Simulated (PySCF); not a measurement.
Magnetic susceptibility: `InChI=1S/C5H3ClN2S/c1-2-3-4-7-5(6)8-9-4/h1H3`

Molfile (atoms numbered from 1):
```
C5H3ClN2S
     RDKit          3D

 12 12  0  0  0  0  0  0  0  0999 V2000
   -3.0412   -0.2225    0.2500 C   0  0  0  0  0  0  0  0  0  0  0  0
   -1.6064   -0.1651    0.1874 C   0  0  0  0  0  0  0  0  0  0  0  0
   -0.4029   -0.1054    0.1374 C   0  0  0  0  0  0  0  0  0  0  0  0
    0.9854   -0.0650    0.0701 C   0  0  0  0  0  0  0  0  0  0  0  0
    1.7443    0.9551    0.3412 N   0  0  0  0  0  0  0  0  0  0  0  0
    3.0292    0.6146    0.1629 C   0  0  0  0  0  0  0  0  0  0  0  0
    4.2495    1.7468    0.4415 Cl  0  0  0  0  0  0  0  0  0  0  0  0
    3.3223   -0.5977   -0.2276 N   0  0  0  0  0  0  0  0  0  0  0  0
    1.9550   -1.4569   -0.4152 S   0  0  0  0  0  0  0  0  0  0  0  0
   -3.3691   -1.2544    0.3706 H   0  0  0  0  0  0  0  0  0  0  0  0
   -3.4650    0.1796   -0.6700 H   0  0  0  0  0  0  0  0  0  0  0  0
   -3.3999    0.3702    1.0906 H   0  0  0  0  0  0  0  0  0  0  0  0
  1  2  1  0
  2  3  3  0
  3  4  1  0
  4  5  2  0
  5  6  1  0
  6  7  1  0
  6  8  2  0
  8  9  1  0
  9  4  1  0
  1 10  1  0
  1 11  1  0
  1 12  1  0
M  END
```

The calculation used GIAO OLYP/6-31++G** magnetisability, non-relativistic, IEF-PCM chloroform in PySCF. Geometry: GFN2-xTB.

How diamagnetic is it, and how anisotropic?

Isotropic -1404 × 10⁻³⁰ J/T², or -84.5 × 10⁻⁶ cm³/mol; principal values -1780, -1289, -1143 × 10⁻³⁰ J/T², anisotropy 578 × 10⁻³⁰ J/T² (root of half the summed squared differences of the principal values). The susceptibility is in cgs units.

Split it along the inertial axes a, b, c into diamagnetic and paramagnetic parts about the centre of mass, with the quadrupole moment.


| axis | χ (10⁻⁶ cm³/mol) | diamagnetic (10⁻⁶ cm³/mol) | paramagnetic (10⁻⁶ cm³/mol) | summed x² of all electrons (Å²) | quadrupole Θ (D Å) |
| --- | --- | --- | --- | --- | --- |
| a | -77.1 | -490.8 | 413.6 | 476.7 | +19.19 |
| b | -69.3 | -2086.0 | 2016.6 | 100.7 | -11.25 |
| c | -107.2 | -2449.4 | 2342.3 | 15.0 | -7.95 |

Anisotropies 2χaa − χbb − χcc = +22.2 and 2χbb − χaa − χcc = +45.7 × 10⁻⁶ cm³/mol. Θ is traceless in Buckingham's convention.
